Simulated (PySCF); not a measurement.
C₃H₇BF₂O, SMILES CC[C@@H](F)B(O)F.

Coordinates come from a B3LYP-D3(BJ)/def2-SVP optimisation. The structure was generated by enumeration; whether it is a known compound was not checked. The values are those of a single conformer.

Two levels are set side by side: PBE/def2-TZVP (PySCF) and r2SCAN/def2-TZVP (PySCF). Same geometry, gas phase. Differences are taken from unrounded values.

```tsv
quantity	r2SCAN
orbital gap (eV)	7.26
highest occupied level (eV)	-7.48
lowest empty level (eV)	-0.21
dipole moment (D)	3.65
mean polarisability (bohr³)	54.3
```

What does PBE give, and how far is it from r2SCAN? (The exact figures need the calculation; the answer reports its results.)


```csv
quantity,PBE,PBE minus r2SCAN
orbital gap (eV),6.45,-0.82
highest occupied level (eV),-7.13,0.34
lowest empty level (eV),-0.68,-0.47
dipole moment (D),3.54,-0.11
mean polarisability (bohr³),55.9,1.6
```

Rough cost on one machine, each run with all the roots and properties that it gave: r2SCAN against PBE about 4 times.
